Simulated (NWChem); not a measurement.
Molecule: C₃H₄Cl₂; SMILES CC=C(Cl)Cl

```xyz
9

C     -0.9539     2.2620     0.0000
C     -1.1233     0.7833     0.0000
C     -0.1438    -0.1260     0.0000
Cl     1.5369     0.2740     0.0000
Cl    -0.4616    -1.8235     0.0000
H     -1.4377     2.7080    -0.8845
H      0.1050     2.5511     0.0000
H     -1.4377     2.7080     0.8845
H     -2.1407     0.3802     0.0000
```
Atoms are numbered in this order, from 1.

STO-3G and 3-21G are far too small for this property and stand as cheap habits. Geometry: optimised at PBE0/def2-SVP.

Question: Give the principal values of the shielding tensors (ppm) of C1, C2, C3, Cl4, Cl5 from Hartree-Fock/STO-3G, GIAO (NWChem), with their diamagnetic and paramagnetic parts as GIAO splits them.

Answer: 
```csv
atom,σ11,σ22,σ33,isotropic,diamagnetic,paramagnetic
C1,213.1,220.7,235.4,223.1,246.2,-23.1
C2,17.2,137.6,210.4,121.8,252.9,-131.1
C3,38.6,154.1,159.5,117.4,256.1,-138.7
Cl4,905.9,975.3,1074.6,985.3,1126.9,-141.7
Cl5,902.2,922.1,1077.2,967.2,1126.9,-159.7
```
